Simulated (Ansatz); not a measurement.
Reactions of CH₃BrFGa, SMILES `[CH3][Ga]([F])[Br]`.

Calculated with Ansatz (gas phase, PBE0-D4/def2-TZVP geometries, no zero-point term in ΔE). CBS: MP2 limit from def2 TZ/QZ plus the TZ coupled-cluster correction, frozen cores. This one scheme is used for every species. Functionals use def2-TZVPP. No spin–orbit coupling; open shells (•) take unrestricted orbitals. def2 core potentials past Kr. For Br, Ga, I, Se outer-core shells are correlated without core-valence functions, which leaves a few kJ/mol of doubt a bond. Scalar relativity is left out up to krypton. Each species was taken in one conformer, which may not be the lowest.

| reaction | CCSD(T)/CBS(def2) (eV) |
| --- | --- |
| `[CH3][Ga]([F])[Br]` + `CN(C)[SiH]` → `C[N](C)[Ga]([F])[Br]` + `C[SiH]` | 1.03 |
| `[CH3][Ga]([F])[Br]` + HI → `[CH3][Ga]([F])[I]` + HBr | -0.04 |
| `[CH3][Ga]([F])[Br]` + H–F → `[F][Ga]([F])[Br]` + CH₄ | -0.62 |
| `[CH3][Ga]([F])[Br]` → `[CH3]`• + `[F][Ga][Br]`• | ? |
| `[CH3][Ga]([F])[Br]` + H₂Se → `[CH3][Ga]([F])[SeH]` + HBr | 0.24 |
| `[CH3][Ga]([F])[Br]` + CH₃SH → `C[S][Ga]([CH3])[F]` + HBr | ? |
| `[CH3][Ga]([F])[Br]` + dimethylamine → `C[N](C)[Ga]([F])[Br]` + CH₄ | ? |
| `[CH3][Ga]([F])[Br]` + H₂S → CH₃SH + `[F][GaH][Br]` | 0.65 |
| `[CH3][Ga]([F])[Br]` + HBr → `[F][Ga]([Br])[Br]` + CH₄ | -1.17 |
| `[CH3][Ga]([F])[Br]` + H₂S → `[CH3][Ga]([SH])[Br]` + H–F | -0.12 |

(1) Fill in the missing values. (Estimate.)

Largest T1 diagnostic: 0.015, for `CN(C)[SiH]`.

## Answers

(1) The calculation gave: `[CH3][Ga]([F])[Br]` → `[CH3]`• + `[F][Ga][Br]`•: +3.61 eV; `[CH3][Ga]([F])[Br]` + CH₃SH → `C[S][Ga]([CH3])[F]` + HBr: +0.46 eV; `[CH3][Ga]([F])[Br]` + dimethylamine → `C[N](C)[Ga]([F])[Br]` + CH₄: -0.47 eV.
